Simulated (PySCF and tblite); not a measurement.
The numbers below are computed, except where a source is named.
Stationary points of C$_{9}$H$_{7}$N at PBE0-D3(BJ)/def2-SVP, in Å:

Structure A

```
 1 N     3.306   -2.771   -0.572
 2 C     2.331   -2.141   -0.587
 3 C     1.153   -1.343   -0.616
 4 C     0.102   -1.461    0.229
 5 C    -1.049   -0.601   -0.247
 6 C    -1.771   -1.625   -1.113
 7 C    -1.331   -1.555   -2.382
 8 C    -0.397   -0.432   -2.553
 9 C     0.888   -0.319   -1.647
10 C    -0.396    0.348   -1.276
11 H     0.019   -2.200    1.028
12 H    -1.650   -0.131    0.543
13 H    -2.412   -2.406   -0.699
14 H    -1.585   -2.257   -3.178
15 H    -0.293    0.060   -3.523
16 H     1.720    0.227   -2.095
17 H    -0.517    1.432   -1.228
```

Structure B

```
 1 N     3.354   -1.815    0.582
 2 C     2.413   -1.136    0.564
 3 C     1.267   -0.290    0.558
 4 C     0.096   -0.530    1.286
 5 C    -0.947    0.472    0.929
 6 C    -1.489   -0.681    0.145
 7 C    -1.204   -0.527   -1.210
 8 C    -0.494    0.650   -1.425
 9 C     1.096    0.809   -0.293
10 C    -0.273    1.375   -0.135
11 H    -0.015   -1.280    2.068
12 H    -1.553    0.937    1.716
13 H    -2.092   -1.474    0.585
14 H    -1.417   -1.273   -1.977
15 H    -0.203    1.053   -2.395
16 H     1.875    1.249   -0.915
17 H    -0.415    2.461   -0.081
```

The path came from a restrained scan, a climbing-image band and a saddle search at GFN2-xTB; energies are PBE0/pcSseg-1 + D3(BJ)//PBE0-D3(BJ)/def2-SVP, thermal terms GFN2-xTB.

**Question.** Which structure is a saddle point, and along which motion?

**Answer.** B: one imaginary mode (252i cm⁻¹ at GFN2-xTB, mostly on C6, C8, C4), along the Cope rearrangement (breaking C9–C8, making C4–C6).

**Question.** Give their symmetry and energies above the lowest.

**Answer.** A C1, 0.0 kcal/mol; B Cs, 8.3 kcal/mol.
